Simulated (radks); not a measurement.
Neutral tungsten inside a hard spherical wall (all orbitals vanish at R), configuration held at [Xe] 4f14 5d4 6s2 and not refilled when levels cross. All-electron calculation, scalar-relativistic Kohn-Sham, PBE, spin-unpolarised, spherical densities, finite nucleus; Fermi nuclear charge, rms radius 5.3658 fm. Program: a radial shooting solver on a logarithmic mesh with Libxc functionals. Eigenvalues in eV, with the zero of energy where the potential of the charges vanishes at infinity; a dash marks a level that is unbound or too diffuse for the functional's potential to be trusted. A positive occupied level is held by the wall or, in an anion where self-interaction has pushed it up, behind a barrier. The pressure on the wall is -dE/dV.

| R (bohr) | E (hartree) | kinetic (hartree) | e(5p) | e(4f) | e(6s) | e(5d) | e(6p, empty) | e(7s, empty) | pressure (GPa) |
|---|---|---|---|---|---|---|---|---|---|
| free | -16139.9877 | 17777.477 | -43.206 | -33.213 | -5.711 | -4.483 | -1.362 | - | 0 |
| 20 | -16139.9877 | 17777.477 | -43.206 | -33.213 | -5.711 | -4.483 | -1.362 | - | < 0.0001 |
| 12 | -16139.9877 | 17777.478 | -43.202 | -33.209 | -5.708 | -4.479 | -1.326 | 0.755 | 0.000663 |
| 8 | -16139.9832 | 17777.518 | -42.971 | -32.973 | -5.519 | -4.273 | -0.767 | 4.237 | 0.200 |
| 7 | -16139.9726 | 17777.593 | -42.612 | -32.603 | -5.208 | -3.956 | -0.122 | 7.076 | 0.869 |
| 5 | -16139.8149 | 17778.411 | -39.825 | -29.642 | -2.276 | -1.442 | 4.731 | 23.464 | 20.2 |
| 4 | -16139.3596 | 17780.307 | -35.512 | -24.848 | 3.909 | 2.843 | 13.878 | 49.023 | 124 |
| 3.5 | -16138.7290 | 17782.728 | -31.607 | -20.328 | 11.221 | 7.194 | 24.121 | 74.853 | 347 |
| 3 | -16137.2957 | 17788.103 | -25.239 | -12.773 | 25.934 | 15.008 | 43.687 | 120.44 | 1130 |
| 2.5 | -16133.5856 | 17801.762 | -13.156 | 1.297 | 58.847 | 30.849 | 84.622 | 208.45 | 4480 |
| 2 | -16122.1479 | 17841.753 | 15.325 | 30.865 | 142.27 | 68.541 | 181.28 | 400.85 | 23500 |
